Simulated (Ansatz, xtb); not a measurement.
# Two isomers of C4H5NO3

Structure I is `CNc1coc(=O)o1`, a singlet and structure II is `CC(=O)/N=C\C(=O)O`, a singlet. Both are isolated molecules in the gas phase, relaxed with PBE0-D3(BJ)/def2-SVP, each in the lowest conformer that the search found.

I (Å):

```xyz
13

C    -1.5507   -0.1268   -0.5373
C    -0.2548    0.1304    1.4693
C     0.9330   -0.4075    1.1358
C     1.0915    0.3476    3.2119
N    -1.4584    0.2424    0.8497
O     1.7657   -0.2848    2.2407
O     1.4907    0.6433    4.2885
O    -0.1724    0.6074    2.7448
H    -1.2667   -1.1844   -0.6592
H    -2.5892   -0.0218   -0.8760
H    -0.8994    0.4786   -1.1973
H    -2.0075    1.0374    1.1561
H     1.3234   -0.8931    0.2506
```

II (Å):

```yaml
atoms:
  - { symbol: C, position_ang: [-1.8948, 2.2017, -1.1813] }
  - { symbol: C, position_ang: [-1.9308, 0.7229, -1.4437] }
  - { symbol: C, position_ang: [-1.1625, -0.6357, 0.3558] }
  - { symbol: C, position_ang: [0.2980, -0.4844, 0.0212] }
  - { symbol: N, position_ang: [-2.0805, -0.0577, -0.2836] }
  - { symbol: O, position_ang: [-1.9614, 0.2094, -2.5310] }
  - { symbol: O, position_ang: [0.7318, 0.3335, -0.7445] }
  - { symbol: O, position_ang: [1.0422, -1.3556, 0.6982] }
  - { symbol: H, position_ang: [-2.7140, 2.4981, -0.5102] }
  - { symbol: H, position_ang: [-0.9405, 2.4557, -0.6961] }
  - { symbol: H, position_ang: [-1.9737, 2.7326, -2.1375] }
  - { symbol: H, position_ang: [-1.4076, -1.2777, 1.2148] }
  - { symbol: H, position_ang: [1.9667, -1.2096, 0.4421] }
```

Quicker runs give these differences E(II) − E(I): GFN2-xTB +26.7 kcal/mol; HF/STO-3G +35.8 kcal/mol (at GFN2-xTB geometries); r2SCAN-D4/def2-SVP −5.7 kcal/mol (at GFN2-xTB geometries).

Question: Estimate E(II) − E(I) at the level CCSD(T)/def2-SVP + ΔMP2/def2-TZVPP.

Answer: Calculated at CCSD(T)/def2-SVP + ΔMP2/def2-TZVPP: E(II) − E(I) = −11.4 kcal/mol, so structure II lies lower.

Level by level:

```
                             level              geometry  E(II) − E(I) (kcal/mol)  departure from the last row (kcal/mol)  job, with rough time for the two
                          GFN2-xTB              GFN2-xTB                     +26.7                                   +38.1              optimisation, 0.25 s
                         HF/STO-3G              GFN2-xTB                     +35.8                                   +47.2              single point, 0.36 s
                r2SCAN-D4/def2-SVP              GFN2-xTB                      −5.7                                    +5.7               single point, 3.7 s
              PBE0-D3(BJ)/def2-SVP  PBE0-D3(BJ)/def2-SVP                      −3.5                                    +7.9                optimisation, 38 s
                       HF/def2-SVP  PBE0-D3(BJ)/def2-SVP                     −11.2                                    +0.2           part of the CCSD(T) run
                      MP2/def2-SVP  PBE0-D3(BJ)/def2-SVP                     −13.0                                    −1.6           part of the CCSD(T) run
                  CCSD(T)/def2-SVP  PBE0-D3(BJ)/def2-SVP                     −13.8                                    −2.4                      single point
CCSD(T)/def2-SVP + ΔMP2/def2-TZVPP  PBE0-D3(BJ)/def2-SVP                     −11.4                                                        single point, 84 s
```

As drawn, II has 2 C–C, 1 C=O, 1 C=N, 1 O–H in place of 1 C–N, 1 C=C, 3 C–O, 1 N–H. Structure I has a 5-membered ring, II no ring.

GFN2-xTB, HF/STO-3G put the two in the other order. The largest departure from CCSD(T)/def2-SVP + ΔMP2/def2-TZVPP is that of HF/STO-3G, 47.2 kcal/mol. The last row adds to CCSD(T) the change of the MP2 difference between the two basis sets, here +2.4 kcal/mol.

With thermal terms from frequencies at re-optimised GFN2-xTB minima (ideal gas, soft modes damped towards free rotors, one conformer each, 298.15 K, 1 atm): on the last row, ΔE + ΔZPE = −13.3, ΔH = −12.5, ΔG = −14.9 kcal/mol.

The correlated steps freeze 8 core orbitals. Codes used: Ansatz 0.2.0, xtb 6.7.1; the last row on 4 threads of Arm Neoverse V1 on a shared host.
